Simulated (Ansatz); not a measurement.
Ag₂Ge, relaxed as a triplet with UKS PBE0-D4/def2-TZVP in Ansatz, starting from the PBE0-D4/def2-TZVP geometry of the neutral singlet. Force threshold 0.02 eV/Å.

In the def2 sets Ag takes a core potential; there is no spin–orbit coupling. The relaxation made no stability test and no search for a lower SCF solution. At PBE0-D4/def2-TZVP a singlet of charge 0 lies 0.26 eV below the triplet, each at its own geometry. The structure comes from a short search, and lower isomers may exist.

Start:

```xyz
3

Ag   -0.8937   -1.2501    0.5862
Ag   -0.3202    1.5921   -0.2605
Ge    1.2139   -0.3420   -0.3257
```

```
step  energy (eV)  largest force component (eV/Å)  SCF passes
   1  -64510.3272                           0.694          20
   2  -64510.5358                           0.258          32
   3  -64510.5452                           0.040          29
   4  -64510.5454                           0.003          30
```

Force components are those of the run's own axes.

End:

```xyz
3

Ag   -0.9360   -1.0680    0.5583
Ag   -0.4275    1.4521   -0.1925
Ge    1.3635   -0.3841   -0.3658
```

By distances, no bond broke or formed. The bond that changes most is Ag1–Ag2, from 3.02 to 2.68 Å (atoms count from 1).

No frequencies were taken in this run, so the end may be a saddle point.

Run time 14 s (4 threads of Arm Neoverse V1 on a shared host).
